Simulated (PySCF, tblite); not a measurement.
Isomers of C4H11N3OSi. All values are computed: GFN2-xTB (tblite) harmonic vibrations without scaling, gas phase. The method is semi-empirical: single wavenumbers can be off by several per cent or more. One conformer each.

Electronic energies: PBE0/pcSseg-1 single points on the GFN2-xTB geometries (PySCF, gas phase).

| SMILES | electronic energy, lowest = 0 (kcal/mol) |
| --- | --- |
| NC(=O)[C@H]1CC[Si]1(N)N | 9.4 |
| CNC[Si@@](N)(C#N)OC | 31.5 |
| C[Si@@](N)(O)NCCC#N | 0.0 |

**Question.** How do GFN2-xTB zero-point energies change the relative energies?

**Answer.** 
| SMILES | ZPE (kcal/mol) | of it from modes above 1550 cm⁻¹ | electronic (kcal/mol) | with ZPE, lowest = 0 (kcal/mol) | lowest mode (cm⁻¹) | rings |
| --- | --- | --- | --- | --- | --- | --- |
| C[Si@@](N)(O)NCCC#N | 98.5 | 53.6 | 0.0 | 0.0 | 24 | 0 |
| NC(=O)[C@H]1CC[Si]1(N)N | 99.7 | 53.9 | 9.4 | 10.6 | 33 | 1 |
| CNC[Si@@](N)(C#N)OC | 98.0 | 51.8 | 31.5 | 31.1 | 29 | 0 |

The zero-point energies span 1.7 kcal/mol, from `CNC[Si@@](N)(C#N)OC` to `NC(=O)[C@H]1CC[Si]1(N)N`. The order is unchanged.

**Question.** And how do the electronic energies of GFN2-xTB itself compare?

**Answer.** `C[Si@@](N)(O)NCCC#N` 0.0; `NC(=O)[C@H]1CC[Si]1(N)N` 14.5; `CNC[Si@@](N)(C#N)OC` 33.9 kcal/mol, lowest = 0. Against the energies above, taken from the same isomer `C[Si@@](N)(O)NCCC#N`, the largest difference is 5.1 kcal/mol.
